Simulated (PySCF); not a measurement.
Input for PySCF: D3(BJ) and D4 dispersion corrections on HCl (SMILES Cl).

```python
from pyscf import gto
from pyscf.dispersion import dftd3, dftd4

mol = gto.M(
    atom='''
    Cl   -0.00000000   -0.00000000    0.64100645
    H     0.00000000    0.00000000   -0.64100645
    ''',
    basis='def2-svp',
    charge=0, spin=0, verbose=0, max_memory=1800)
d3, d4 = {}, {}
for xc in ['hf', 'pbe', 'blyp', 'revpbe', 'tpss', 'r2scan', 'b3lyp', 'pbe0', 'bhlyp', 'camb3lyp', 'b2plyp']:
    d3[xc] = float(dftd3.DFTD3Dispersion(mol, xc=xc, version='d3bj', atm=False).get_dispersion()['energy'])
    print(f'D3(BJ) {xc:10s} {d3[xc]:14.8f} Eh')
for xc in ['hf', 'pbe', 'blyp', 'revpbe', 'tpss', 'r2scan', 'b3lyp', 'pbe0', 'bhlyp', 'camb3lyp', 'b2plyp']:
    d4[xc] = float(dftd4.DFTD4Dispersion(mol, xc={'camb3lyp': 'cam-b3lyp'}.get(xc, xc), atm=True).get_dispersion()['energy'])
    print(f'D4     {xc:10s} {d4[xc]:14.8f} Eh')
```

Output:

```
D3(BJ) hf            -0.00407561 Eh
D3(BJ) pbe           -0.00032222 Eh
D3(BJ) blyp          -0.00069566 Eh
D3(BJ) revpbe        -0.00089935 Eh
D3(BJ) tpss          -0.00039380 Eh
D3(BJ) r2scan        -0.00007655 Eh
D3(BJ) b3lyp         -0.00056201 Eh
D3(BJ) pbe0          -0.00026233 Eh
D3(BJ) bhlyp         -0.00042957 Eh
D3(BJ) camb3lyp      -0.00022033 Eh
D3(BJ) b2plyp        -0.00024655 Eh
D4     hf            -0.00096014 Eh
D4     pbe           -0.00020816 Eh
D4     blyp          -0.00049598 Eh
D4     revpbe        -0.00085291 Eh
D4     tpss          -0.00028395 Eh
D4     r2scan        -0.00004655 Eh
D4     b3lyp         -0.00033778 Eh
D4     pbe0          -0.00016833 Eh
D4     bhlyp         -0.00022232 Eh
D4     camb3lyp      -0.00016479 Eh
D4     b2plyp        -0.00014225 Eh
```

The run finished.

Cost: roughly 0.04 core-seconds.
